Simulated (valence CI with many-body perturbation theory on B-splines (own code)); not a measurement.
The numbers below are computed, except where a source is named.
## A CI+MBPT run for W LXIX

Method: configuration interaction combined with many-body perturbation theory (CI+MBPT): four valence electrons over a frozen Dirac-Fock core [He], radial functions for each j: 11 s, 11 p, 10 d, 8 f, 5 g, 2 h, with the one-electron correlation potential Σ1 (screened to all orders), the two-electron term Σ2, the three-electron term Σ3, Breit, model QED; selected single and double excitations, second order for the rest, scaled by the run's own slope (own B-spline code, finite nucleus).

Command, and the settings that its task file holds:

```sh
python run_cv.py task.json out
```

```
atom W  Z=74  mass_number=184  rms_radius_fm=5.3658
core [He]
valence 2s2 2p2
avg = 1
basis = M
breit = 1
cap = 32000
capref = 2000
cscale = 1
de = 0.0
dress = 0
eps = 2e-08
extrap = 1
h = 0.27
hh = 1
l2 = 3
lcore = 6
maxit = 60
n2 = 5
natural = 1
nlev = 150
nno = [5, 5, 5, 4, 2, 1]
nroot = 36
nsp = [6, 6, 5, 4, 3, 1]
pt2 = 1
qed = 1
rpa = 1
s1 = 1
s2 = 1
s3 = 1
screen = 1
tol = 2e-05
whole = 1
```

It took 2.6 min on 1 thread of Intel(R) Xeon(R) Platinum 8259CL CPU @ 2.50GHz (Skylake/Cascade Lake) (shared host).

Log. The first blocks belong to the next ion, which gives the ionisation energy. Fields: 2J, parity (1 odd), roots, reference size, generating configurations, candidates as configurations/state functions, variational space P, stored matrix elements, Davidson steps; e2 is the range of second-order energies in hartree. The first line gives the box (bohr), its intervals, the orbitals and the steps of their self-consistent field. Window is the range of levels sought, series limit the energy at which the first omitted orbital would enter, core excitation an estimate of the first excitation out of the core, left out the lowest levels not solved, and shifts from estimates the range by which levels moved from their first estimate, all in cm⁻¹.

```
rmax 2.2 intervals 56 orbitals 83 references ['2s2 2p2', '2s 2p3', '2p4'] scf 2 t 0.7
2J=1 par=1 roots 2 ref 40 generators 2 cand 3202/4609 P 1818/2810 nnz 1.6e+06 it 5
2J=1 par=1 roots 2 ref 40 generators 2 cand 1416/1839 P 2096/3233 nnz 2.2e+06 it 4
   second order: generators 2 cand 1138/1416 e2 -0.00000 -0.00000
reference levels 1204, estimated 822, window 112684538 1/cm; series limit 137344898, core excitation 475027783
2J=0 par=0 roots 20 ref 53 generators 21 cand 28924/48079 P 4278/6399 nnz 2.5e+06 it 5
2J=0 par=0 roots 20 ref 53 generators 26 cand 32495/54802 P 18319/30224 nnz 3.6e+07 it 7
   second order: generators 29 cand 22051/35844 e2 -0.00006 -0.00000
2J=2 par=0 roots 36 ref 124 generators 24 cand 38989/144446 P 2437/7228 nnz 4.5e+06 it 5
2J=2 par=0 roots 36 ref 124 generators 30 cand 40968/154977 P 9072/31994 nnz 5.1e+07 it 7
   second order: generators 31 cand 36868/144965 e2 -0.00321 -0.00090
2J=4 par=0 roots 36 ref 150 generators 21 cand 35370/174706 P 2251/7264 nnz 5e+06 it 5
2J=4 par=0 roots 36 ref 150 generators 26 cand 40370/215138 P 7685/31997 nnz 5.7e+07 it 7
   second order: generators 34 cand 48789/255717 e2 -0.00580 -0.00144
2J=4 par=1 roots 36 ref 147 generators 25 cand 43421/229363 P 2169/7259 nnz 5.1e+06 it 5
2J=4 par=1 roots 36 ref 147 generators 32 cand 45591/252499 P 7512/32000 nnz 5.6e+07 it 7
   second order: generators 35 cand 47960/270970 e2 -0.00609 -0.00144
2J=2 par=1 roots 36 ref 127 generators 26 cand 39090/144595 P 2558/7233 nnz 4.4e+06 it 5
2J=2 par=1 roots 36 ref 127 generators 33 cand 41019/155129 P 9374/31997 nnz 5.1e+07 it 7
   second order: generators 36 cand 39451/154427 e2 -0.00420 -0.00082
2J=6 par=1 roots 22 ref 122 generators 18 cand 39730/244085 P 2252/7225 nnz 4.9e+06 it 6
2J=6 par=1 roots 22 ref 122 generators 23 cand 40535/258129 P 7416/31995 nnz 5.8e+07 it 8
   second order: generators 24 cand 35371/233359 e2 -0.00405 -0.00177
2J=0 par=1 roots 16 ref 49 generators 16 cand 25607/41563 P 4174/6400 nnz 2.4e+06 it 5
2J=0 par=1 roots 16 ref 49 generators 23 cand 32744/54512 P 17365/28684 nnz 3.3e+07 it 7
   second order: generators 23 cand 19553/32228 e2 -0.00004 -0.00000
2J=6 par=0 roots 24 ref 123 generators 18 cand 45988/266214 P 2222/7218 nnz 4.9e+06 it 5
2J=6 par=0 roots 24 ref 123 generators 23 cand 48077/296892 P 7199/31992 nnz 5.8e+07 it 8
   second order: generators 27 cand 49270/313330 e2 -0.00531 -0.00194
2J=8 par=1 roots 9 ref 82 generators 10 cand 27770/183647 P 2265/7156 nnz 4.6e+06 it 5
2J=8 par=1 roots 9 ref 82 generators 14 cand 31228/206243 P 7096/31996 nnz 6.7e+07 it 7
   second order: generators 16 cand 33284/233157 e2 -0.00144 -0.00058
2J=8 par=0 roots 10 ref 83 generators 9 cand 27876/183834 P 2272/7171 nnz 4.7e+06 it 5
2J=8 par=0 roots 10 ref 83 generators 12 cand 30146/201784 P 7109/31999 nnz 6.5e+07 it 5
   second order: generators 14 cand 33361/233102 e2 -0.00169 -0.00053
2J=10 par=0 roots 3 ref 46 generators 4 cand 14878/88862 P 2007/6388 nnz 3.9e+06 it 4
2J=10 par=0 roots 3 ref 46 generators 5 cand 13954/85739 P 6327/28501 nnz 7e+07 it 5
   second order: generators 5 cand 9634/63626 e2 -0.00007 -0.00004
2J=10 par=1 roots 2 ref 45 generators 2 cand 10281/59290 P 1806/6400 nnz 3.6e+06 it 5
2J=10 par=1 roots 2 ref 45 generators 4 cand 16854/120053 P 4847/23620 nnz 5.5e+07 it 5
   second order: generators 4 cand 13813/102833 e2 -0.00007 -0.00006
left out: unestimated 127787204, estimated 116858708, shifts from estimates -65 to 126
operators 0.3
```

The Davidson iterations converged.

No measured spectrum was set against this ion. As an estimate, large intervals hold to a few tenths of a per cent, small ones and those within an open d or f shell to about a per cent. Among the levels kept, up to 1300 cm⁻¹ of a level comes from second order outside the variational space, and about a tenth of that is noise between levels of different J, which matters for small intervals.

- Valence energy: -2803.551 hartree
- Ionisation energy: 18419 eV (NIST: 18476 ± 4 eV (semi-empirical))
- Reference configurations for the orbitals: 2s2 2p2, 2s 2p3, 2p4
- Radial orbitals: 83
- Box radius: 2.164 bohr
- Largest variational space: 32000
- Lowest levels: (2s^2 2p1/2^2) J=0 0.00, (2s^2 2p1/2 2p3/2) J=1 11384, (2s^2 2p1/2 2p3/2) J=2 11531, (2s 2p1/2^2 2p3/2) J=2 13821, (2s 2p1/2^2 2p3/2) J=1 14532, (2s^2 2p3/2^2) J=2 23109, (2s^2 2p3/2^2) J=0 23617, (2s 2p1/2 2p3/2^2) J=2 [a] 24972, (2s 2p1/2 2p3/2^2) J=3 25332, (2s 2p1/2 2p3/2^2) J=0 25840, (2s 2p1/2 2p3/2^2) J=1 [a] 26023, (2s 2p1/2 2p3/2^2) J=2 [b] 26097, (2s 2p1/2 2p3/2^2) J=1 [b] 26133, (2p1/2^2 2p3/2^2) J=2 28675 × 10³ cm⁻¹

Levels are named by their leading jj configuration (3d3/2^4 stands for four electrons in 3d with j = 3/2), which in mixed levels can hold well under half, so a name can repeat and another be missing. Letters in brackets count levels of one name in rising energy.
